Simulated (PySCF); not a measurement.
The multiplicity is imposed and other spin states were not computed.

## [Ag(CO)(CN)] (charge 0, multiplicity 1)

The numbers are results of PBE-D3(BJ)/def2-TZVP // r2SCAN-D4/def2-SVP run with PySCF 2.14.0, not measurements.

| Property | Value |
|---|---|
| HOMO | -7.11 eV |
| dipole moment | 7.36 D |
| LUMO | -4.05 eV |
| HOMO–LUMO gap | 3.06 eV |
| charge on the central atom (Mulliken) | 0.10 e |
| mean C–O bond length of the carbonyls | 1.132 Å |
| total energy | -353.0474 Ha |
| cost | about 40 core-seconds (a rough figure) |

```xyz
5

Ag     0.0262     0.0113    -0.0710
O      1.2193     0.2541    -2.9558
C      0.7880     0.1665    -1.9130
C     -0.7412    -0.1460     1.7844
N     -1.1869    -0.2382     2.8618
```
Charge 0, spin multiplicity 1.
